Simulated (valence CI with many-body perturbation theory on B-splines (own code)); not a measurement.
## Forbidden lines of Ce³⁵⁺

Method: configuration interaction combined with many-body perturbation theory (CI+MBPT): five valence electrons over a frozen Dirac-Fock core [Ar], radial functions for each j: 7 s, 7 p, 8 d, 6 f, 4 g, 1 h, with the one-electron correlation potential Σ1 (screened to all orders), the two-electron term Σ2, the three-electron term Σ3, Breit, model QED; selected single and double excitations, second order for the rest (own B-spline code, finite nucleus).

No measured spectrum was set against this ion. As an estimate, large intervals hold to a few tenths of a per cent, small ones and those within an open d or f shell to about a per cent. Only levels of the ground parity were solved; by the run's estimate the other parity begins above the list, which can be wrong where configurations are misplaced.

Lines 1 to 50 of 120 in falling wavelength, among levels below 838280 cm⁻¹, chosen from the decays that carry over 1 % of a level's rate. Wavelengths and rates use the calculated energies. Electric multipoles are in the length gauge, E1 and E2 with the static RPA response of the core. Weak lines are less certain than strong ones. Lines between different terms over intervals too small for the method are left out, as are lines whose strength nearly cancels. Branching is blank where the lifetime is uncertain.

Levels are named by their leading jj configuration (3d3/2^4 stands for four electrons in 3d with j = 3/2), which in mixed levels can hold well under half, so a name can repeat and another be missing. Letters in brackets count levels of one name in rising energy.

```tsv
λ vac (Å)	Upper	Lower	Type	A (s⁻¹)	Branch %
10290	(3d3/2^3 3d5/2^2) J=11/2	(3d3/2^3 3d5/2^2) J=7/2 [a]	E2	6.63e-08	
4393	(3d3/2^3 3d5/2^2) J=9/2	(3d3/2^3 3d5/2^2) J=11/2	M1	1.61e+02	23.6
3335	(3d3/2^2 3d5/2^3) J=13/2	(3d3/2^2 3d5/2^3) J=11/2	M1	1.87e+02	1.6
3078	(3d3/2^3 3d5/2^2) J=9/2	(3d3/2^3 3d5/2^2) J=7/2 [a]	M1	5.18e+02	76.1
2804	(3d3/2^3 3d5/2^2) J=5/2 [b]	(3d3/2^3 3d5/2^2) J=3/2 [a]	M1	5.27e+02	1.7
2554	(3d3/2^3 3d5/2^2) J=7/2 [b]	(3d3/2^3 3d5/2^2) J=5/2 [b]	M1	6.06e+02	7.5
2219	(3d3/2^2 3d5/2^3) J=7/2 [b]	(3d3/2^2 3d5/2^3) J=5/2 [b]	M1	4.17e+02	1.1
2202	(3d3/2^3 3d5/2^2) J=1/2	(3d3/2^3 3d5/2^2) J=3/2 [a]	M1	3.18e+03	99.8
1598	(3d3/2^2 3d5/2^3) J=5/2 [b]	(3d3/2^3 3d5/2^2) J=3/2 [b]	M1	1.91e+03	1.7
1423	(3d3/2^3 3d5/2^2) J=7/2 [a]	(3d3/2^3 3d5/2^2) J=5/2 [a]	M1	4.85e+03	14.1
1350	(3d3/2^2 3d5/2^3) J=3/2 [a]	(3d3/2^2 3d5/2^3) J=5/2 [a]	M1	4.02e+03	1.9
1272	(3d3/2^2 3d5/2^3) J=7/2 [b]	(3d3/2^2 3d5/2^3) J=9/2 [a]	M1	6.82e+02	1.8
1233	(3d3/2^3 3d5/2^2) J=7/2 [b]	(3d3/2^3 3d5/2^2) J=7/2 [a]	M1	2.09e+03	26.0
1168	(3d3/2^2 3d5/2^3) J=3/2 [b]	(3d3/2^2 3d5/2^3) J=3/2 [a]	M1	2.22e+03	3.9
1135	(3d3/2^2 3d5/2^3) J=5/2 [b]	(3d3/2^2 3d5/2^3) J=5/2 [a]	M1	1.15e+03	1.0
1135	(3d3/2^2 3d5/2^3) J=9/2 [c]	(3d3/2^2 3d5/2^3) J=7/2 [b]	M1	1.24e+03	2.0
1130	(3d3/2^2 3d5/2^3) J=9/2 [a]	(3d3/2^3 3d5/2^2) J=7/2 [b]	M1	5.30e+03	9.2
1125	(3d3/2^3 3d5/2^2) J=3/2 [b]	(3d3/2^3 3d5/2^2) J=1/2	M1	1.25e+03	4.6
1013	(3d3/2^3 3d5/2^2) J=3/2 [b]	(3d3/2^3 3d5/2^2) J=5/2 [b]	M1	3.12e+03	11.4
1010	(3d3/2^2 3d5/2^3) J=7/2 [b]	(3d3/2^2 3d5/2^3) J=7/2 [a]	M1	3.23e+03	8.5
976.8	(3d3/2^2 3d5/2^3) J=9/2 [c]	(3d3/2^2 3d5/2^3) J=9/2 [b]	M1	1.12e+04	17.7
936.5	(3d3/2^2 3d5/2^3) J=5/2 [c]	(3d3/2^2 3d5/2^3) J=7/2 [a]	M1	3.17e+03	2.2
932.0	(3d3/2^2 3d5/2^3) J=7/2 [a]	(3d3/2^3 3d5/2^2) J=5/2 [b]	M1	1.28e+04	15.6
931.1	(3d3/2^2 3d5/2^3) J=1/2 [b]	(3d3/2^2 3d5/2^3) J=3/2 [a]	M1	7.63e+03	5.3
894.3	(3d3/2 3d5/2^4) J=7/2 [a]	(3d3/2^2 3d5/2^3) J=5/2 [c]	M1	8.99e+03	3.9
891.1	(3d3/2^3 3d5/2^2) J=5/2 [b]	(3d3/2^3 3d5/2^2) J=5/2 [a]	M1	2.97e+04	97.8
868.8	(3d3/2^2 3d5/2^3) J=5/2 [a]	(3d3/2^3 3d5/2^2) J=7/2 [a]	M1	1.61e+04	9.4
866.6	(3d3/2^2 3d5/2^3) J=5/2 [c]	(3d3/2^3 3d5/2^2) J=3/2 [b]	M1	1.63e+04	11.2
856.3	(3d3/2^2 3d5/2^3) J=7/2 [a]	(3d3/2^3 3d5/2^2) J=9/2	M1	2.19e+04	26.7
839.4	(3d3/2^3 3d5/2^2) J=5/2 [a]	(3d3/2^4 3d5/2) J=5/2	M1	6.11e+04	100.0
819.0	(3d3/2^2 3d5/2^3) J=5/2 [b]	(3d3/2^3 3d5/2^2) J=7/2 [b]	M1	9.23e+03	8.3
812.0	(3d3/2^2 3d5/2^3) J=11/2	(3d3/2^3 3d5/2^2) J=9/2	M1	8.41e+03	14.0
781.7	(3d3/2^2 3d5/2^3) J=1/2 [a]	(3d3/2^3 3d5/2^2) J=1/2	M1	4.59e+04	43.0
767.0	(3d3/2 3d5/2^4) J=5/2 [a]	(3d3/2^2 3d5/2^3) J=3/2 [a]	M1	1.74e+04	5.1
747.2	(3d3/2 3d5/2^4) J=7/2 [a]	(3d3/2^2 3d5/2^3) J=9/2 [b]	M1	1.29e+04	5.6
745.5	(3d3/2^2 3d5/2^3) J=3/2 [b]	(3d3/2^3 3d5/2^2) J=3/2 [b]	M1	1.07e+03	1.9
744.4	(3d3/2^3 3d5/2^2) J=3/2 [b]	(3d3/2^3 3d5/2^2) J=3/2 [a]	M1	5.93e+03	21.7
730.8	(3d3/2 3d5/2^4) J=3/2 [a]	(3d3/2^2 3d5/2^3) J=5/2 [c]	M1	9.30e+03	3.1
727.5	(3d3/2^2 3d5/2^3) J=3/2 [a]	(3d3/2^3 3d5/2^2) J=1/2	M1	5.92e+03	2.9
709.5	(3d3/2^2 3d5/2^3) J=5/2 [c]	(3d3/2^2 3d5/2^3) J=5/2 [a]	M1	4.54e+03	3.1
685.7	(3d3/2 3d5/2^4) J=11/2	(3d3/2^2 3d5/2^3) J=9/2 [b]	M1	1.22e+04	6.0
685.3	(3d3/2^2 3d5/2^3) J=11/2	(3d3/2^3 3d5/2^2) J=11/2	M1	5.17e+04	86.0
679.4	(3d3/2^2 3d5/2^3) J=3/2 [a]	(3d3/2^3 3d5/2^2) J=5/2 [b]	M1	2.05e+04	9.9
669.9	(3d3/2^2 3d5/2^3) J=7/2 [a]	(3d3/2^3 3d5/2^2) J=7/2 [a]	M1	2.80e+04	34.1
654.0	(3d3/2^2 3d5/2^3) J=9/2 [b]	(3d3/2^3 3d5/2^2) J=7/2 [b]	M1	1.10e+04	7.4
626.2	(3d3/2^2 3d5/2^3) J=3/2 [b]	(3d3/2^2 3d5/2^3) J=5/2 [a]	M1	9.29e+03	16.5
625.3	(3d3/2^2 3d5/2^3) J=9/2 [a]	(3d3/2^3 3d5/2^2) J=11/2	M1	2.13e+04	37.0
620.2	(3d3/2^2 3d5/2^3) J=5/2 [b]	(3d3/2^3 3d5/2^2) J=5/2 [b]	M1	5.56e+04	50.1
607.4	(3d3/2 3d5/2^4) J=7/2 [a]	(3d3/2^2 3d5/2^3) J=5/2 [b]	M1	3.60e+04	15.5
598.2	(3d3/2^2 3d5/2^3) J=7/2 [b]	(3d3/2^3 3d5/2^2) J=7/2 [b]	M1	9.16e+03	24.1
```
